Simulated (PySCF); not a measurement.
silylphosphine (H5PSi), SMILES [SiH3]P.

Geometry: PBE0-D3(BJ)/def2-TZVP.

Level of theory: TDA-LC-ωPBE/def2-SVPD (PySCF).

Vertical excitations.  State labels are in the subgroup Cs.

Computed excitation energies, oscillator strengths and character:
| state | symmetry | energy (eV) | λ (nm) | f | main pairs |
|---|---|---|---|---|---|
| S1 | A" | 6.91 | 179 | 0.018 | HOMO→LUMO+2 84 % |
| S2 | A' | 7.25 | 171 | 0.036 | HOMO→LUMO 51 %, HOMO→LUMO+1 35 %, HOMO→LUMO+5 10 % |
| S3 | A' | 7.44 | 167 | 0.299 | HOMO→LUMO+1 55 %, HOMO→LUMO 22 % |
| S4 | A" | 8.11 | 153 | 0.007 | HOMO→LUMO+4 79 % |
| S5 | A' | 8.13 | 153 | 0.024 | HOMO→LUMO+3 83 % |
| S6 | A' | 8.72 | 142 | 0.052 | HOMO−1→LUMO 61 %, HOMO−1→LUMO+3 12 % |
| S7 | A" | 8.84 | 140 | 0.047 | HOMO−1→LUMO+2 53 %, HOMO−2→LUMO+1 21 % |
| S8 | A' | 8.85 | 140 | 0.193 | HOMO−1→LUMO+1 78 % |
| S9 | A" | 9.11 | 136 | 0.000 | HOMO−1→LUMO+4 40 %, HOMO−2→LUMO+1 19 %, HOMO−1→LUMO+2 19 %, HOMO−2→LUMO+3 8 % |
| S10 | A' | 9.23 | 134 | 0.039 | HOMO→LUMO+5 42 %, HOMO−1→LUMO+3 22 %, HOMO→LUMO 10 % |
| T1 | A" | 5.77 | 215 | 0 | HOMO→LUMO+2 86 % |
| T2 | A' | 5.79 | 214 | 0 | HOMO→LUMO 45 %, HOMO→LUMO+5 25 %, HOMO→LUMO+1 14 %, HOMO→LUMO+3 7 % |
| T3 | A' | 6.81 | 182 | 0 | HOMO→LUMO+1 75 %, HOMO→LUMO 13 % |
| T4 | A" | 7.44 | 167 | 0 | HOMO→LUMO+4 54 %, HOMO−1→LUMO+2 22 %, HOMO−1→LUMO+4 11 % |
Triplets are in the Tamm–Dancoff approximation.
